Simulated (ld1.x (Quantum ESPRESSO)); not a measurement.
**Before and after: TM potential for Pb**

- Element: Pb (Z = 82)
- Generator: ld1.x (Quantum ESPRESSO) 7.5
- Type: norm-conserving Troullier–Martins (Kleinman–Bylander form)
- Functional: PBEsol
- Relativity: non-relativistic
- Frozen core: [Xe] 4f14
- Valence charge: 14
- Reference configuration: 5d10 6s2 6p2
- Partial waves: 6s (bound): rc 2.40 bohr; 6p (bound): rc 2.95 bohr; 5d (bound): rc 1.35 bohr
- Local potential: all-electron potential smoothed inside 1.45 bohr (lloc = -1)
- Core correction: none

All-electron outer shells of the reference configuration (PBEsol, non-relativistic, ld1.x):

| shell | level (eV) | outermost node (bohr) | outermost maximum (bohr) |
| --- | --- | --- | --- |
| 5s | -114.39 | 0.50 | 0.88 |
| 5p | -79.95 | 0.51 | 0.92 |
| 5d | -24.44 | 0.53 | 1.06 |
| 6s | -9.52 | 1.13 | 2.24 |
| 6p | -3.70 | 1.23 | 2.73 |

Change: core correction a·sin(br)/r model core inside 0.62 bohr.

Cutoffs: the cutoffs (Ry, on a coarse ladder) from which the occupation-weighted sum of valence levels, in a spherical-Bessel basis at the reference potential, stays within 10 and 1 mRy of its value at 400 Ry; they do not see the model core or the augmentation charge, which bear on the density cutoff. Errors are all-electron minus pseudo energies relative to the spin-unpolarised reference configuration.

Q: What does the change do?

A: The potential gets neither clearly harder nor softer (80 Ry and 100 Ry → 80 Ry and 100 Ry); both files keep a bound ghost (p, s); of the 7 tests that both files solve, the error grows in 3 and shrinks in 3 by more than 15 % and 0.3 meV (median size 4.4 → 1.5 meV). A model core, the more so a compact one, raises the density cutoff, which this test does not measure.

| quantity | base | changed |
| --- | --- | --- |
| cutoff, loose | 80 Ry | 80 Ry |
| cutoff, tight | 100 Ry | 100 Ry |
| bound ghosts | s, p | s, p |
| error for 5d10 6s2 6p1, meV [ΔE 6.74 eV] | +0.2 | +0.4 |
| error for 5d10 6s2 6p0, meV [ΔE 20.17 eV] | -0.7 | -1.5 |
| error for 5d10 6s1 6p0, meV [ΔE 48.67 eV] | +9.6 | -12 |
| error for 5d9 6s2 6p3, meV [ΔE 22.58 eV] | -134 | -170 |
| error for 5d10 6s1 6p2, meV [ΔE 13.22 eV] | +4.4 | +2.6 |
| error for 5d10 6s1 6p3, meV [ΔE 5.90 eV] | +1.2 | 0.0 |
| error for 5d10 6s0 6p4, meV [ΔE 11.97 eV] | +4.8 | -0.2 |
| s: phases at 3.20 bohr within 0.05 rad from the reference energy up to (Ry; the scan ends near 5) | 1.2 | 1.2 |
| p: phases at 3.20 bohr within 0.05 rad from the reference energy up to (Ry; the scan ends near 5) | 2.2 | 2.2 |
| d: phases at 3.20 bohr within 0.05 rad from the reference energy up to (Ry; the scan ends near 5) | to the end of the scan | to the end of the scan |

 A true bound ghost makes a file unfit for plane-wave use even where its test errors are small: the radial tests pick states by their node count and pass the ghost by.
